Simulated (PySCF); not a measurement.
B3LYP has the VWN-RPA correlation part, as in Gaussian. Delta-SCF ions had no search for a lower state. Excitations are Tamm–Dancoff values on a coarser integration grid. The basis has no diffuse functions, so Rydberg states are missing or too high.

**C$_{3}$H$_{5}$N, SMILES `[C-]#[N+]CC` (charge 0, multiplicity 1)**

Method: B3LYP-D3(BJ)/def2-TZVP run with PySCF 2.14.0.

```
Quantity                                                        Value
--------------------------------------  -----------------------------
HOMO                                                         -8.36 eV
dipole moment                                                  4.01 D
LUMO                                                          0.29 eV
HOMO–LUMO gap                                                 8.65 eV
S1 excitation (TDA)                                           7.95 eV
S1 oscillator strength                                          0.000
T1 excitation (TDA)                                           5.94 eV
S1–T1 gap (TDA)                                               2.01 eV
vertical ionisation energy (Delta-SCF)                       11.21 eV
total energy                                             -172.1135 Ha
cost                                    very roughly 2.1 core-minutes
```

```xyz
9

C      2.3984     0.9687     0.0127
N      1.4638     0.2774     0.0871
C      0.2999    -0.5404     0.1712
C     -0.9725     0.2623    -0.0762
H      0.2826    -0.9991     1.1615
H      0.4002    -1.3436    -0.5611
H     -1.0754     1.0578     0.6614
H     -0.9573     0.7117    -1.0689
H     -1.8397    -0.3950    -0.0040
```
